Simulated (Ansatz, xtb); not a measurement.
**AlClFH3Si: where a starting geometry ends**

The starting geometry of this gas-phase singlet has its atoms placed at random.

```yaml
atoms:
  - { symbol: Al, position_ang: [-0.8542, -1.4452, -0.3084] }
  - { symbol: Cl, position_ang: [1.8082, -0.0696, -0.4553] }
  - { symbol: F, position_ang: [-0.1994, 1.0013, -0.9382] }
  - { symbol: Si, position_ang: [-0.5202, 1.4046, 0.5380] }
  - { symbol: H, position_ang: [1.3320, 1.0883, -0.1164] }
  - { symbol: H, position_ang: [-1.2843, -0.0454, -0.4339] }
  - { symbol: H, position_ang: [0.0383, -0.6933, -2.0637] }
```

Question: Guess where an optimisation with r2SCAN-D4/def2-SVP ends from this start.

Answer: It ends as a structure given below by its coordinates. Contacts that open: Al1–H6 (1.47 → 2.64 Å), F3–Si4 (1.56 → 2.24 Å). Contacts that close: Al1–F3 (2.61 → 1.80 Å), Al1–Si4 (2.99 → 2.38 Å), Al1–H7 (2.11 → 1.59 Å), Si4–H6 (1.91 → 1.54 Å).

The energy falls by 6.84 eV over 22 steps:

```json
{"step": "1", "E − E(last) (eV)": "6.843"}
{"step": "3", "E − E(last) (eV)": "2.577"}
{"step": "6", "E − E(last) (eV)": "0.636"}
{"step": "8", "E − E(last) (eV)": "0.277"}
{"step": "10", "E − E(last) (eV)": "0.120"}
{"step": "13", "E − E(last) (eV)": "0.017"}
{"step": "15", "E − E(last) (eV)": "0.003"}
{"step": "17", "E − E(last) (eV)": "0.001"}
{"step": "20", "E − E(last) (eV)": "0.000"}
{"step": "22", "E − E(last) (eV)": "0.000"}
```

Final geometry (Å):

```yaml
atoms:
  - { symbol: Al, position_ang: [-0.2310, -0.6235, -0.7673] }
  - { symbol: Cl, position_ang: [2.4054, -0.1825, -0.2134] }
  - { symbol: F, position_ang: [-0.0833, 1.1509, -1.0259] }
  - { symbol: Si, position_ang: [-1.2579, 0.7916, 0.8427] }
  - { symbol: H, position_ang: [1.8895, 0.9889, -0.4483] }
  - { symbol: H, position_ang: [-2.4461, 0.6547, -0.1304] }
  - { symbol: H, position_ang: [0.0438, -1.5394, -2.0352] }
```

From the same start GFN2-xTB reaches the same bonding as this run.

From so rough a start the end depends on the optimiser's path, so another program may land elsewhere. No frequencies were run, so the end isn't proven a minimum. Run with Ansatz 0.2.0, 47 s on 2 threads of Arm Neoverse V2, with other jobs on the host.
